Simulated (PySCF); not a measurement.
## Excitation energy of Ge by level of theory

Ge [Ar] 3d10 4s2 4p2 (3P) → Ge [Ar] 3d10 4s1 4p3 (5S), as a difference of total energies. Computed with PySCF 2.14 in x2c-QZVPPall with one added diffuse shell each of s, p, d, f type (12s9p6d5f1g, 113 functions), with scalar relativity by spin-free X2C-1e. Correlated levels: valence: [Ar] 3d10 frozen; valence and next inner shell: [Ne] frozen. The calculations carry no spin-orbit coupling.

| method | excitation energy (eV) |
| --- | --- |
| UHF | 3.489 |
| LDA | 5.913 |
| PBE | 5.708 |
| PBE0 | 5.311 |
| r2SCAN | 5.044 |
| BHandHLYP | 5.547 |
| M06-2X | 5.271 |
| MN15 | 5.427 |
| MP2 (valence) | 4.426 |
| SCS-MP2 (valence) | 4.851 |
| MP2 (valence and next inner shell) | 4.938 |
| SCS-MP2 (valence and next inner shell) | 5.279 |

Errors of the correlated levels include the incompleteness of this basis and the frozen core.

Question: Which method comes closest to the reference value, and which is furthest?

Answer: The reference is 5.078 eV (measured; NIST levels, between the centres of gravity of the two terms). Closest: r2SCAN (error -0.034 eV); furthest: UHF (error -1.589 eV).
